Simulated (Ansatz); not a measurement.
Geometry optimisation, Ansatz, RKS PBE/STO-3G.

input.yaml

```yaml
crystal:
  periodic: [false, false, false]
  atoms:
    - { symbol: "N", position_ang: [-1.2766, -2.4572, 0.7804] }
    - { symbol: C, position_ang: [-0.2654, -1.8025, 1.1525] }
    - { symbol: C, position_ang: [0.3364, -0.8776, 0.1879] }
    - { symbol: C, position_ang: [1.3788, 0.2046, 0.6591] }
    - { symbol: Si, position_ang: [-0.3766, 0.7981, 0.1054] }
    - { symbol: Si, position_ang: [-0.3845, 1.8652, -1.8764] }
    - { symbol: H, position_ang: [-1.6264, -3.0299, 1.5224] }
    - { symbol: H, position_ang: [0.2294, -1.9349, 2.1416] }
    - { symbol: H, position_ang: [-1.07113, -1.42253, 1.78061] }
    - { symbol: H, position_ang: [2.1329, 0.4693, 0.042] }
    - { symbol: H, position_ang: [1.4908, 0.3079, 1.7422] }
    - { symbol: H, position_ang: [-1.0323, 1.3814, 1.3386] }
    - { symbol: H, position_ang: [-1.8141, 2.223, -2.3221] }
    - { symbol: H, position_ang: [0.3728, 3.1251, -1.7944] }
    - { symbol: H, position_ang: [0.2282, 0.9845, -2.9273] }
basis:
  gaussian: { orbitals: STO-3G }
hamiltonian:
  xc: pbe
relax:
  f_tol: 0.02
  max_steps: 50
```

Command:

```bash
$ ansatz run input.yaml --threads 1 --pin off --max-ram 2048MiB --backend cpu --events-out ev --progress --plain --runs-dir out
```

Q: Where does it end, and by what steps?

A: The run converged. Limits of this set-up: minimal basis. After 23 steps the energy has fallen by 7.436 eV; H9 moved furthest, 1.39 Å. The start is strongly strained (largest force component 12 eV/Å), so its close contacts needn't be bonds. Parted: C2–H9. Joined: N1–H9.

```
step  energy less start (eV)  largest force component (eV/Å)  accepted
   0                  0.0000                          12.310       yes
   1                 -2.7859                           4.292       yes
   2                 -3.5591                           1.925       yes
   3                 -3.7492                           1.106       yes
   4                 -3.8790                           1.629       yes
   5                 -4.1700                           2.575       yes
   6                 -4.6602                           3.195       yes
   7                 -5.6240                           3.500       yes
   8                 -6.3477                           3.051       yes
   9                 -6.6945                           2.184       yes
  10                 -6.9480                           2.047       yes
  11                 -6.9595                           3.597       yes
  12                 -7.1368                           1.294       yes
  13                 -7.2520                           0.869       yes
  14                 -7.3298                           0.577       yes
  15                 -7.3791                           0.503       yes
  16                 -7.4150                           0.307       yes
  17                 -7.4163                           0.295       yes
  18                 -7.4293                           0.257       yes
  19                 -7.4329                           0.275       yes
  20                 -7.4355                           0.039       yes
  21                 -7.4359                           0.029       yes
  22                 -7.4355                           0.065        no
  23                 -7.4361                           0.012       yes
```

```xyz
15
Properties=species:S:1:pos:R:3
N -1.358 -2.401 0.875
C -0.064 -1.781 1.131
C 0.244 -0.497 0.866
C 1.490 0.390 0.853
Si -0.113 1.200 0.323
Si -0.517 1.724 -1.829
H -1.599 -3.049 1.682
H 0.694 -2.517 1.469
H -2.103 -1.644 0.875
H 2.269 0.151 0.107
H 1.938 0.645 1.831
H -0.726 2.072 1.320
H -1.942 1.663 -2.121
H -0.064 3.075 -2.128
H 0.171 0.806 -2.723
```

Whether the end is a true minimum wasn't checked by a vibrational analysis.

Run time: 100 s on 1 thread of Arm Neoverse V1, on a shared host, peak memory 0.13 GiB.
